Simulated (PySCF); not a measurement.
CH6B2O2, SMILES BCB(O)O, singlet (GFN2-xTB optimised geometry):

```
11

B      1.893     0.018     1.433
C      1.444    -0.393     0.000
B     -0.167    -0.393     0.000
O     -0.820    -1.571    -0.002
O     -0.907     0.749     0.000
H      2.105    -0.794     2.247
H      1.965     1.152     1.724
H      1.775    -1.388    -0.287
H      1.768     0.316    -0.761
H     -1.775    -1.495     0.002
H     -0.420     1.571     0.026
```

Level of theory: PBE/def2-TZVP run with PySCF.

Task: What are the frontier orbital energies and the dipole moment?

Result: HOMO-2 -7.84 eV, HOMO-1 -7.61 eV, HOMO -7.52 eV, LUMO -2.28 eV, LUMO+1 -0.14 eV; dipole moment 1.44 D.

Meta-Löwdin charges at PBE/def2-TZVP: B1 -0.02, C2 -0.44, B3 0.43, O4 -0.49, O5 -0.51, H6 0.02, H7 0.01, H8 0.15, H9 0.14, H10 0.35, H11 0.36.
